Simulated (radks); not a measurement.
The numbers below are computed, except where a source is named.
Q: Species: Au3.25+. Configuration: [Xe] 4f14 5d(up 4.5, down 3.25) (fractional occupations, a model configuration). Level of theory: scalar-relativistic Kohn-Sham, r2SCAN, spin-polarised, spherical densities, finite nucleus; meta-GGA in the generalised Kohn-Sham scheme; Fermi nuclear charge, rms radius 5.4371 fm (a radial shooting solver on a logarithmic mesh with Libxc functionals). Some entries of the table are withheld. Estimate them.

orbital  occ.  eigenvalue (hartree)  <1/r> (bohr^-1)
1s down     1             -2972.443            95.71
1s up       1             -2972.442            95.71
2s up       1             -526.7470            22.46
2s down     1             -526.7412            22.46
2p up       3             -455.5626            19.97
2p down     3             -455.5580            19.97
3s up       1             -125.8744            8.338
3s down     1             -125.8736            8.338
3p up       3             -105.1346            7.601
3p down     3             -105.1334            7.601
3d up       5             -82.91628            7.144
3d down     5             -82.91276            7.144
4s up       1             -28.73079            3.564
4s down     1             -28.72611            3.563
4p up       3             -21.90008            3.222
4p down     3             -21.89605            3.221
4d up       5             -13.65121            2.886
4d down     5             -13.64636            2.886
5s up       1              -5.55626              (1)
5s down     1              -5.52479              (2)
4f up       7              -4.51127            2.462
4f down     7              -4.50429            2.464
5p up       3              -3.73721            1.245
5p down     3              -3.69833            1.248
5d up     4.5              -1.65023           0.9194
5d down  3.25              -1.60678           0.9185

A: 
(1) 5s up <1/r> (bohr^-1): 1.456
(2) 5s down <1/r> (bohr^-1): 1.460
